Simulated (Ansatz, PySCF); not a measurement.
Gas-phase reaction in SMILES: [SiH2]Cl -> [SiH2-]Cl (an electron is taken up)
Structures are relaxed separately at B3LYP-D3(BJ)/def2-TZVP in Ansatz (an electronic-structure program).
Geometry of the first species:
```
Si
H 1 1.4844
H 1 1.4844 2 111.01
Cl 1 2.0680 2 108.33 3 118.83
```
Charge 0, spin multiplicity 2.

Quantity: adiabatic electron affinity (0 K, with B3LYP-D3(BJ) harmonic zero-point energies from PySCF), positive where the reaction releases energy, in eV. Correlated levels leave the core frozen unless marked. Open shells are spin-unrestricted. Spin-orbit coupling is left out. No relativistic terms. Anions need diffuse functions: def2-D sets add few; the other sets have none. CBS(X,Y): correlation extrapolated as X^-3; Hartree-Fock from the larger set.

```json
[
 {"level": "r2SCAN-D4/def2-TZVPD", "program": "Ansatz + dftd4", "adiabatic electron affinity (eV)": "___"},
 {"level": "B97M-V/def2-TZVPD", "program": "Ansatz", "adiabatic electron affinity (eV)": "1.93"},
 {"level": "B3LYP-D4/def2-TZVPD", "program": "Ansatz + dftd4", "adiabatic electron affinity (eV)": "1.92"},
 {"level": "B3LYP/def2-TZVPD", "program": "Ansatz", "adiabatic electron affinity (eV)": "1.88"},
 {"level": "PBE0/def2-TZVP", "program": "Ansatz", "adiabatic electron affinity (eV)": "___"},
 {"level": "PW6B95/def2-TZVPD", "program": "PySCF", "adiabatic electron affinity (eV)": "___"},
 {"level": "HSE06-D4/def2-TZVPD", "program": "Ansatz + dftd4", "adiabatic electron affinity (eV)": "1.74"},
 {"level": "HSE06/def2-TZVPD", "program": "Ansatz", "adiabatic electron affinity (eV)": "1.72"},
 {"level": "CCSD/STO-3G", "program": "Ansatz", "adiabatic electron affinity (eV)": "-2.78"},
 {"level": "CCSD/def2-TZVPP", "program": "Ansatz", "adiabatic electron affinity (eV)": "1.61"},
 {"level": "CCSD/cc-pV(Q+d)Z", "program": "Ansatz", "adiabatic electron affinity (eV)": "1.72"},
 {"level": "CCSD/def2-QZVPPD", "program": "Ansatz", "adiabatic electron affinity (eV)": "___"},
 {"level": "CCSD(T)/CBS(def2-TZVPPD,def2-QZVPPD)", "program": "Ansatz", "adiabatic electron affinity (eV)": "1.86"}
]
```

Q: Complete the blanks.

A: 
- r2SCAN-D4/def2-TZVPD, adiabatic electron affinity (eV): 1.66
- PBE0/def2-TZVP, adiabatic electron affinity (eV): 1.63
- PW6B95/def2-TZVPD, adiabatic electron affinity (eV): 1.82
- CCSD/def2-QZVPPD, adiabatic electron affinity (eV): 1.76
